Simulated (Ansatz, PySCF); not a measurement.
Gas-phase reaction (SMILES): NCCCC[SiH3] + 4 C (CH4) -> 3 CC (C2H6) + CN (CH5N) [methanamine] + C[SiH3]; bond separation energy.

Geometries: B3LYP-D3(BJ)/def2-TZVP minima from Ansatz (a program for electronic structure), one conformer each, not searched for the lowest. Cores are frozen in the correlated levels unless marked. No spin-orbit coupling. Non-relativistic. CBS marks a two-point X^-3 extrapolation of the correlation energy; Hartree-Fock from the larger set. The bracket is a focal-point correction in the basis named. Thermal terms are rigid-rotor harmonic-oscillator values from B3LYP-D3(BJ) frequencies (Ansatz or PySCF) at 298.15 K and 1 atm. 1 Eh = 627.5095 kcal/mol.

```
species      E, RI-MP2/CBS(cc-pV(T+d)Z,cc-pV(Q+d)Z)+[CCSD(T)-MP2]/cc-pV(T+d)Z (Ansatz) (Eh)  E, PBE/def2-TZVPD (Ansatz) (Eh)  H - E (Eh)
-----------  ------------------------------------------------------------------------------  -------------------------------  ----------
NCCCC[SiH3]                                                                      -503.80878                       -504.12217     0.17461
C (CH4)                                                                           -40.46125                        -40.46301     0.04840
CC (C2H6)                                                                         -79.71807                        -79.73096     0.07887
CN (CH5N)                                                                         -95.75026                        -95.76633     0.06816
C[SiH3]                                                                          -330.73641                       -331.00719     0.06602
```

Work out ΔE and ΔH at 298.15 K at the first level, then ΔH at the second.


1. ΔE = [3×(-79.71807) + (-95.75026) + (-330.73641)] - [(-503.80878) + 4×(-40.46125)] = 0.01290 Eh = 8.1 kcal/mol at RI-MP2/CBS(cc-pV(T+d)Z,cc-pV(Q+d)Z)+[CCSD(T)-MP2]/cc-pV(T+d)Z.
2. The terms H - E add up to 0.00258 Eh, so ΔH = (0.01290 + (0.00258))×627.5095 = 9.7 kcal/mol.
3. At PBE/def2-TZVPD the same steps give ΔE = 4.9 and ΔH = 6.5 kcal/mol, a shift of -3.2 from the first level.
4. These values are not checked against measurement here, since the tables used lack a sound gas-phase enthalpy of formation for at least one species.
